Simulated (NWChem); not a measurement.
# Relativistic effects in H₂BI

```
B
H 1 1.2098
H 1 1.2098 2 124.70
I 1 2.1154 2 117.65 3 180.00
```
Charge 0, spin multiplicity 1.

The numbers come from NWChem runs, not from measurements. Structure: optimised with PBE/def2-SVP with def2 effective core potentials on I, a minimum by its harmonic frequencies.

Functional PBE, all-electron basis x2c-SVPall-2c, contracted for the X2C Hamiltonian and used here with ZORA. The ion keeps the geometry and has multiplicity 2 in the scalar run; the spin-orbit run starts from the same electron counts.

The cost column gives rough processor time relative to scalar ZORA; each entry includes its own SCF.

The structure started from a generated list of species. No SCF solution was tested for a lower state.

```json
[
 {"Hamiltonian": "scalar ZORA", "ΔSCF ionisation energy (eV)": "9.80", "HOMO (eV)": "-6.31", "LUMO (eV)": "-3.06", "gap (eV)": "3.25", "relative cost": "1"},
 {"Hamiltonian": "spin-orbit ZORA", "ΔSCF ionisation energy (eV)": "9.71", "HOMO (eV)": "-6.23", "LUMO (eV)": "-3.04", "gap (eV)": "3.19", "relative cost": "under 3"}
]
```

From scalar ZORA to spin-orbit ZORA the ionisation energy drops by 0.09 eV.
